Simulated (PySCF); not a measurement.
**How methods differ on the ionisation energy of Er(3+)**

Er(3+) [Xe] 4f11 [4f5/2^6 4f7/2^5, M_J = 15/2] → Er(4+) [Xe] 4f10 [4f5/2^6 4f7/2^4, M_J = 8], as a difference of total energies. Calculation: PySCF 2.14, in x2c-TZVPPall-2c (11s11p10d4f2g, 140 functions); the two-component X2C-1e Hamiltonian. Correlated levels: [Ar] 3d10 frozen; the 18 highest virtual spinors dropped. "Screened" scales the spin-orbit matrix elements by Boettger's factors to mimic the two-electron term; Breit and QED terms are absent.

```
                    method  ionisation energy (eV)
           GHF (spin-free)                  38.773
          GMP2 (spin-free)                  43.001
 GHF (screened spin-orbit)                  38.519
GMP2 (screened spin-orbit)                  42.748
```

The spin-free rows relax to the high-spin LS determinant and lack the spin-orbit shift.

The labels give the starting determinants; with spin-orbit coupling the two ends relaxed to ⟨J²⟩ = 63.76, ⟨L²⟩ = 42.44, ⟨S²⟩ = 3.77 and ⟨J²⟩ = 72.01, ⟨L²⟩ = 43.00, ⟨S²⟩ = 5.83.

Q: Which method comes closest to the reference value, and which is furthest?

A: The reference is 42.42 ± 0.04 eV (semi-empirical (NIST evaluation); NIST Atomic Spectra Database, ionization energies). Closest: GMP2 (screened spin-orbit) (error 0.328 eV); furthest: GHF (screened spin-orbit) (error -3.901 eV).
